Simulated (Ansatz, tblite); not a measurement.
Removing and adding an electron: SiHMe2(nBu) (C₆H₁₆Si). Charge 0, multiplicity 1. Geometry: PBE-D4/def2-SVP. Ansatz, gas phase; energy differences of separate SCF runs; the oxidised species was run as a doublet alone; the reduced species was run as a doublet alone.

Cartesian coordinates in Å:
```
Si -1.5119 0.5283 -0.6903
H -1.9694 1.6255 0.2473
C -1.6108 1.1616 -2.4726
H -0.9650 2.0518 -2.6193
H -2.6479 1.4491 -2.7412
H -1.2796 0.3811 -3.1892
C -2.6440 -0.9747 -0.4647
H -3.6964 -0.7223 -0.7083
H -2.6217 -1.3494 0.5790
H -2.3328 -1.8064 -1.1309
C 0.2866 0.0828 -0.2630
C 0.5127 -0.4119 1.1747
C 1.9623 -0.8096 1.5002
C 2.9686 0.3417 1.4242
H 0.6291 -0.6887 -0.9911
H 0.9073 0.9830 -0.4695
H 0.1843 0.3748 1.8923
H -0.1461 -1.2865 1.3721
H 1.9884 -1.2510 2.5209
H 2.2772 -1.6264 0.8113
H 3.9873 0.0107 1.7110
H 3.0390 0.7655 0.4009
H 2.6828 1.1714 2.1061
```

The xTB rows come from tblite. HOMO above LUMO, or a gap near zero within one spin, warns that the state may not be the lowest or that an electron is smeared out.

| level | −HOMO (eV) | vertical IE (eV) | −LUMO (eV) | vertical EA (eV) | HOMO–LUMO gap (eV) | IE − EA (eV) | remarks |
| --- | --- | --- | --- | --- | --- | --- | --- |
| GFN1-xTB | 11.49 | 13.98 | 4.49 | 2.13 | 7.00 | 11.84 | – |
| GFN2-xTB | 10.46 | 13.04 | 3.88 | 0.94 | 6.58 | 12.10 | – |
| PBE-D4/def2-SVP | 6.63 | – | -0.75 | -2.44 | 7.38 | – | HOMO above zero (-1 doublet) |
| PBE-D4/def2-TZVP | 6.67 | 9.33 | -0.24 | – | 6.91 | – | gap within one spin near zero (+1 doublet) |
| PBE0-D4/def2-SVP | 7.93 | – | -1.58 | -2.80 | 9.51 | – | HOMO above zero (-1 doublet) |
| PBE0-D4/def2-TZVP | 7.92 | 9.69 | -1.02 | – | 8.94 | – | – |
| ωB97X-V/def2-TZVP | 10.29 | 9.96 | -2.82 | – | 13.11 | – | – |

   A HOMO above zero means that the electron is unbound at that level or that self-interaction error raises the level; the energy of removing that electron tells which. Raw xTB energy differences between charge states are shifted by several eV; the methods need an empirical correction for them. Sets without diffuse functions give affinities that are too small. A negative affinity means that the extra electron isn't bound; its size then hangs on the basis.
